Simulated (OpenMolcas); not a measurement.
# Os5+: moving or changing the point charges

Os5+ among 6 point charges of -1.7 e arranged as an octahedron (Oh), 1.82 Å from the ion.

- Program: OpenMolcas
- Method: SS-CASPT2, IPEA 0.25 Eh, imaginary shift 0.1 Eh (closed shells correlated: 5s 5p)
- Basis: ANO-RCC-VTZP [8s7p5d3f2g1h]
- Scalar Hamiltonian: DKH2, point nucleus
- Active space: 3 electrons in 5 orbitals (5d)
- State averaging: 2S+1 = 4 even, 10 roots; 2S+1 = 2 even, 40 roots
- Spin-orbit coupling: RASSI with atomic mean-field integrals over the reference wave functions

Runs around this geometry, states (labels of O, the rotations of Oh). Energies in cm-1 above the lowest state or level, χT in cm3 K/mol; 10Dq and B are least-squares fits to the states below 45000 cm-1, weighted by degeneracy, with a free offset, and given where the rms deviation is under 5 % of |10Dq| (or 100 cm-1) and under 700 cm-1.

| R (Å) | q (e) | Ground state | First state of that spin | 10Dq | B (rms of fit) | First gap with spin-orbit (degeneracies) | χT at 300 K | First state of another spin |
| --- | --- | --- | --- | --- | --- | --- | --- | --- |
| 1.82 | -0.85 | 4A2 | 4T2 5970 |  |  | 7040 (4, 4) | 0.142 | 2E 14660 |
| 1.74 | -1.7 | 4A2 | 4T2 15310 | 15560 | 755 (226) | 10830 (4, 4) | 0.514 | 2E 14970 |
| 1.82 | -1.7 | 4A2 | 4T2 12170 |  |  | 9670 (4, 4) | 0.369 | 2E 14960 |

Taking the first state of the same spin as R^-n, n = -ln(12170 / 15310) / ln(1.82 / 1.74) = 5.1 between the shortest and longest distance.

Scaling the charges by -0.85 / -1.7 = 0.50 scales the first state of the same spin by 5970 / 12170 = 0.49; with fixed orbitals a first-order splitting would follow the charge.

Roots that are degenerate in the reference are averaged as groups; the widest CASPT2 spread within a group is 260 cm-1 (the 3-fold group of multiplicity 2 near 71200 cm-1 above the lowest state of its run, R = 1.74, q = -1.7). Shifts and gaps below about the spread of the groups concerned are not significant. Free-ion shares, where given, are those of the reference states; single-state CASPT2 does not remix them. Spin-orbit coupling mixes the spin-free states strongly: the lowest level takes only 42 % from its leading state, 4A2 (figures for R = 1.82, q = -0.85; the like holds for R = 1.82, q = -1.7). This field is weak: 10Dq is about 6608 cm-1, while octahedral complexes of 5d ions of charge 3 and more, computed by the same method with explicit ligands, had a median near 35000 cm-1. Ground spin and moment need not be those of a real site (figures for R = 1.82, q = -0.85; the like holds for R = 1.74, q = -1.7, R = 1.82, q = -1.7). This is an electrostatic model: the charges have no orbitals. No measured value stands beside these numbers.
